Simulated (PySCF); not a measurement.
**Nuclear quadrupole coupling in TeO2F2**

Species: TeO2F2.
Cartesian coordinates in Å at the PBE0-D3(BJ)/def2-SVP level; atoms count from 1:
```
atom  x, y, z in Å
Te1    0.1889   -0.0008    0.1302
O2    -0.1242   -0.0252    1.8940
O3     1.7220    0.0154   -0.7960
F4    -0.8989    1.3745   -0.5951
F5    -0.8878   -1.3639   -0.6331
```

Field gradients from the PBE0/pcSseg-1 (def2-TZVP on Te) density (PySCF, non-relativistic but for the core potentials past Kr), principal values in atomic units, ordered |Vxx| ≤ |Vyy| ≤ |Vzz|:

```tsv
atom	Vxx	Vyy	Vzz
O2	-1.0299	-1.3184	2.3484
O3	-1.0286	-1.3177	2.3463
```

Q: Find the asymmetry η = (Vxx − Vyy)/Vzz and the couplings χ = eQV/h (234.96 MHz × Q in barn × V in au), with Q(17O) = −0.0256 b.

A: 
| atom | environment | nucleus | η | χzz (MHz) | χxx (MHz) | χyy (MHz) |
| --- | --- | --- | --- | --- | --- | --- |
| O2 | oxygen bonded to Te | 17O | 0.12 | -14.13 | 6.20 | 7.93 |
| O3 | oxygen bonded to Te | 17O | 0.12 | -14.11 | 6.19 | 7.93 |

The tensor is traceless: Vxx + Vyy + Vzz = 0.

Q: What is Vzz at O3 in SI units (1 au = 9.71736 × 10²¹ V/m²)?

A: 2.3463 au = 22.800 × 10²¹ V/m².

Q: And the gradient at the other heavy atoms, for which no coupling is worked out here?

A: 
```
atom            environment  Vzz (au)     η
  F4  fluorine bonded to Te     2.183  0.06
  F5  fluorine bonded to Te     2.183  0.06
```

Geometry: PBE0-D3(BJ)/def2-SVP; no solvent, vibrations or thermal averaging. Atoms past krypton carry effective core potentials; spin–orbit coupling is left out. These gradients aren't converged with respect to the basis.
